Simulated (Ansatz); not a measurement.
`C[B](Cl)[GeH3]` → `C[B]Cl`• + `[GeH3]`•  (homolysis of the B–Ge bond)

Gas-phase electronic energies from Ansatz, PBE0-D4/def2-TZVP geometries. CCSD(T)/CBS adds triple-zeta CCSD(T) − MP2 to the extrapolated MP2 energy (def2 sets, frozen cores). Functionals use def2-TZVPP. HSE06 is defined as in plane-wave codes. No spin–orbit coupling; open shells (•) take unrestricted orbitals. For Ge outer-core shells are correlated without core-valence functions, which leaves a few kJ/mol of doubt a bond. Scalar relativity is left out up to krypton.

```json
{"level": "revPBE-D4", "ΔE (kJ/mol)": "326.4", "difference from CCSD(T)/CBS": "-29.7"}
{"level": "BLYP-D4", "ΔE (kJ/mol)": "326.8", "difference from CCSD(T)/CBS": "-29.3"}
{"level": "r2SCAN-D4", "ΔE (kJ/mol)": "322.3", "difference from CCSD(T)/CBS": "-33.8"}
{"level": "r2SCAN0-D4", "ΔE (kJ/mol)": "321.6", "difference from CCSD(T)/CBS": "-34.5"}
{"level": "B2PLYP", "ΔE (kJ/mol)": "332.4", "difference from CCSD(T)/CBS": "-23.7"}
{"level": "BLYP", "ΔE (kJ/mol)": "309.9", "difference from CCSD(T)/CBS": "-46.2"}
{"level": "PBE0", "ΔE (kJ/mol)": "329.8", "difference from CCSD(T)/CBS": "-26.3"}
{"level": "r2SCANh", "ΔE (kJ/mol)": "319.5", "difference from CCSD(T)/CBS": "-36.6"}
{"level": "HSE06", "ΔE (kJ/mol)": "329.7", "difference from CCSD(T)/CBS": "-26.4"}
{"level": "CAM-B3LYP", "ΔE (kJ/mol)": "328.6", "difference from CCSD(T)/CBS": "-27.5"}
{"level": "LC-ωPBE", "ΔE (kJ/mol)": "331.6", "difference from CCSD(T)/CBS": "-24.5"}
{"level": "CCSD(T)/def2-SVP", "ΔE (kJ/mol)": "330.3", "difference from CCSD(T)/CBS": "-25.8"}
{"level": "SCS-MP2/def2-TZVPP", "ΔE (kJ/mol)": "349.8", "difference from CCSD(T)/CBS": "-6.3"}
{"level": "HF/def2-QZVPP", "ΔE (kJ/mol)": "239.5", "difference from CCSD(T)/CBS": "-116.6"}
{"level": "MP2/def2-QZVPP", "ΔE (kJ/mol)": "356.4", "difference from CCSD(T)/CBS": "0.3"}
{"level": "HF/CBS(def2)", "ΔE (kJ/mol)": "239.2", "difference from CCSD(T)/CBS": "-116.9"}
{"level": "CCSD(T)/CBS", "ΔE (kJ/mol)": "356.1", "difference from CCSD(T)/CBS": "0"}
```

Problem. What do rigid-rotor, harmonic-oscillator terms from PBE0-D4/def2-TZVP frequencies (298.15 K, 1 bar) make of the CCSD(T)/CBS value? (Estimate.)

Solution. The calculation gave: ΔZPE = -13.2 kJ/mol, ΔH = +345.7 kJ/mol, ΔS = 145 J/(mol·K), ΔG = +302.5 kJ/mol. Open shells count their whole term as degenerate. Modes under 50 cm⁻¹ make the entropy rough.

Largest T1 diagnostic among the species: 0.014.

From BLYP to BHLYP (50 % exact exchange), in def2-TZVPP and without D4, ΔE moves by +10.5 kJ/mol. At CCSD(T), def2-SVP lies −25.8 kJ/mol from the extrapolated value and def2-TZVPP −10.5 kJ/mol: correlation converges slowly with the basis, and small sets miss more of it in the bonded molecule than in its fragments.
